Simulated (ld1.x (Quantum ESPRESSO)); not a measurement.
## arsenic: ultrasoft pseudisation with revPBE, fully relativistic reference atom.

As, ultrasoft, made with ld1.x (Quantum ESPRESSO) 7.5 (revPBE, fully relativistic). Core [Ar] 3d10, reference 4s2 4p3. Waves: 4s (bound): rcut 1.55, rcutus 1.95 bohr; 4s channel at 1.85 Ry: rcut 1.55, rcutus 1.95 bohr; 4p (bound): rcut 1.35, rcutus 1.75 bohr; 4p channel at 0.25 Ry: rcut 1.35, rcutus 1.75 bohr. Local part: all-electron potential smoothed inside 1.95 bohr (lloc = -1). Core correction: Bessel-smoothed model core inside 1.25 bohr. Augmentation charge: PSQ, radius 1.25 bohr.

Open shells are filled in proportion to 2j + 1 (rel_dist='average').

All-electron outer shells of the reference configuration (revPBE, scalar-relativistic, ld1.x):

```
shell  level (eV)  outermost node (bohr)  outermost maximum (bohr)
   3p     -133.68                   0.22                      0.52
   3d      -40.59                      –                      0.48
   4s      -14.43                   0.73                      1.61
   4p       -5.15                   0.78                      2.00
```

(1) Estimate the cutoffs (Ry, on a coarse ladder) from which the occupation-weighted sum of valence levels, in a spherical-Bessel basis at the reference potential, stays within 10 and 1 mRy of its value at 400 Ry.

(2) What does a ghost test show?

(3) Is the overlap operator S = 1 + Σ q|β⟩⟨β| positive definite (Bessel basis up to 400 Ry)?

(4) Tests: 4s2 4p2; 4s2 4p1; 4s2 4p0; 4s0 4p5; 4s1 4p4; 4s1 4p3; 4s2 4p2.5. Which has the largest error in its energy relative to the reference configuration, and how large is it?

Results:

(1) 8 Ry and 12 Ry.

(2) No extra level below or beside the all-electron valence levels (s, p1/2, p3/2, d, f tested).

(3) Yes: its lowest eigenvalue is 0.42 (s channel).

(4) 4s2 4p0, with -138 meV (all-electron minus pseudo) on +54.57 eV.
